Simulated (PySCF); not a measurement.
WOCl3 (doublet state).
Bonds: W1–O2, W1–Cl3, W1–Cl4, W1–Cl5.

A GFN2-xTB structure was refined with PBE0-D3(BJ)/def2-SVP geometry optimisation, gas phase, def2 core potentials past Kr (PySCF 2.14.0). Its GFN2-xTB values:

| coordinate | GFN2-xTB |
| --- | --- |
| W1–O2 | 1.670 Å |
| W1–Cl3 | 2.068 Å |
| O2–W1–Cl3 | 136.0° |
| O2–W1–Cl4 | 104.8° |
| O2–W1–Cl5 | 108.1° |
| Cl3–W1–Cl4 | 101.2° |
| Cl3–W1–Cl5 | 106.3° |
| Cl4–W1–Cl5 | 91.1° |

Q: How do these coordinates change at the PBE0-D3(BJ)/def2-SVP level?

A: 
```json
{"coordinate": "W1–Cl3", "PBE0-D3(BJ)/def2-SVP (Å or °)": "2.275", "change": "+0.207"}
{"coordinate": "W1–O2", "PBE0-D3(BJ)/def2-SVP (Å or °)": "1.677", "change": "+0.007"}
{"coordinate": "O2–W1–Cl3", "PBE0-D3(BJ)/def2-SVP (Å or °)": "118.3", "change": "-17.7"}
{"coordinate": "Cl3–W1–Cl5", "PBE0-D3(BJ)/def2-SVP (Å or °)": "115.7", "change": "+9.4"}
{"coordinate": "Cl3–W1–Cl4", "PBE0-D3(BJ)/def2-SVP (Å or °)": "110.3", "change": "+9.1"}
{"coordinate": "Cl4–W1–Cl5", "PBE0-D3(BJ)/def2-SVP (Å or °)": "95.7", "change": "+4.6"}
{"coordinate": "O2–W1–Cl4", "PBE0-D3(BJ)/def2-SVP (Å or °)": "105.5", "change": "+0.7"}
{"coordinate": "O2–W1–Cl5", "PBE0-D3(BJ)/def2-SVP (Å or °)": "108.7", "change": "+0.6"}
```

The energy falls by 83.2 kJ/mol over 14 energy and gradient evaluations, the largest force component goes from 0.1279 to 3.5e-04 Eh/bohr, and the atoms move by 0.185 Å rms after alignment. The bond that changes most is W1–Cl3 (ends: tungsten bonded to 3 Cl and O; chlorine bonded to W), which lengthens by 0.207 Å. Bonds longer at the end by more than 0.005 Å: 3 of 4; shorter: 1. Rotational constants go from 1601, 1451, 1252 to 1672, 1342, 1076 MHz.

The run used 100 basis functions and 155 SCF cycles in all. Hardware: one thread of an Arm Neoverse N1 (shared host). Cost: 4.5 min wall, 0.45 GiB resident at most.

No frequency check. ⟨S²⟩ = 0.755 (exact for a doublet: 0.75).
